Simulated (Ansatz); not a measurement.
Coupled-cluster diagnostics for Si₄Ge⁻, Ansatz.

Geometry of the doublet (B3LYP-D4/def2-SVPD):

```xyz
5

Si   -2.182   -0.731   -0.519
Si   -0.415    0.696   -0.651
Si    1.013    0.076    1.368
Si   -0.132   -1.679    0.171
Ge    1.716    1.639   -0.369
```

Correlated methods freeze 29 core orbitals; core or outer-core shells of Ge are correlated, in sets that lack core-valence functions. Another isomer (doublet) lies 1.04 eV lower at PBE0-D4/def2-TZVPD; other spin states weren't run for this one.

Q: Estimate the CCSD(T) correlation energy, the shares of MP2 and (T), T1 and the reference's ⟨S²⟩ for: charge -1, doublet, own geometry in def2-SVPD; and the rough time on 4 threads of Arm Neoverse V2 on a shared host.

A: 
```
                           state      basis  correlation (eV)  MP2 share (%)  (T) share (%)     T1  ⟨S²⟩ (pure)  wall time                      remarks
charge -1, doublet, own geometry  def2-SVPD           -18.182           89.4            7.1  0.049  1.14 (0.75)       42 s  large T1, spin-contaminated
```
Customary marks for T1 are 0.02 (closed shells), 0.045 (open shells) and about 0.05 (3d metals). T1 exceeds 0.02 in 1 of 1 rows and 0.045 in 1; the higher it lies, the less the single-reference result can be trusted.
